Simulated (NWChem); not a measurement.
BH2SeF; SMILES FB[SeH]

```xyz
5

B     -0.5687    -1.1025     0.0000
F      0.3156    -2.0837     0.0000
H     -1.7461    -1.3631     0.0000
Se     0.0885     0.7156     0.0000
H     -1.2595     1.2988     0.0000
```
Atoms are numbered in this order, from 1.

Computed with NWChem. Pople sets run with spherical d functions. Coordinates come from a PBE0/def2-SVP optimisation.

Task: Taking PBE/6-311G** as the yardstick, which of these has the fewest basis functions while keeping “highest occupied level (eV)” within 0.1 eV of it: PBE/3-21G; PBE/6-31G*; PBE/STO-3G?

Result: none of them.
```csv
level,basis functions,highest occupied level (eV),relative time (rough)
PBE/STO-3G,30,-3.77,1
PBE/3-21G,44,-6.43,1
PBE/6-31G*,64,-6.46,5
PBE/6-311G**,92,-6.62,4
```

The yardstick is one finite set, not the basis-set limit.
